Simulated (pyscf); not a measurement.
# `[F][W]([F])([F])(=[Se])[SeH]`, singlet

Gas-phase minimum from PySCF at ωB97X-D3(BJ)/def2-SVP, one conformer. 

```
W
F 1 1.8568
F 1 1.8572 2 154.54
F 1 1.8644 2 87.97 3 80.40
Se 1 2.2106 2 102.04 4 113.54
Se 1 2.4715 2 85.82 4 -138.39
H 6 1.4656 1 95.44 2 -17.53
```
Charge 0, spin multiplicity 1.

Properties at ωB97X-D3(BJ)/def2-SVP:

| Item | Result |
|---|---|
| Harmonic wavenumbers, unscaled | 86, 143, 149, 179, 212, 223, 272, 278, 317, 415, 659, 674, 708, 715, 2512 cm⁻¹ |
| Zero-point energy | 10.8 kcal/mol |
| Rotational symmetry number | 1 |
| Entropy of this conformer at 298 K and 1 atm, rigid rotor and harmonic oscillator, modes under 100 cm⁻¹ raised to 100 | 403.8 J/(mol K) |
| Dipole moment | 1.48 D |

Single-point totals, which compare only within one level:

```json
[
 {"level": "ωB97X-D3(BJ)/def2-TZVP", "total energy (hartree)": "-5170.60683"},
 {"level": "PBE/def2-TZVP", "total energy (hartree)": "-5169.76991"},
 {"level": "r²SCAN/def2-TZVP", "total energy (hartree)": "-5170.62157"},
 {"level": "B3LYP-D3(BJ)/def2-TZVP", "total energy (hartree)": "-5170.81544"},
 {"level": "PBE0-D3(BJ)/def2-TZVP", "total energy (hartree)": "-5169.84812"},
 {"level": "M06-2X/def2-TZVP", "total energy (hartree)": "-5170.51393"},
 {"level": "ωB97M-D3(BJ)/def2-TZVP", "total energy (hartree)": "-5170.71299"}
]
```

Soft torsions are taken as harmonic, which can shift the entropy by several J/(mol K). Elements up to Kr have no core potential and no relativistic terms here. Elements past Kr carry the def2 core potentials, without spin-orbit coupling.
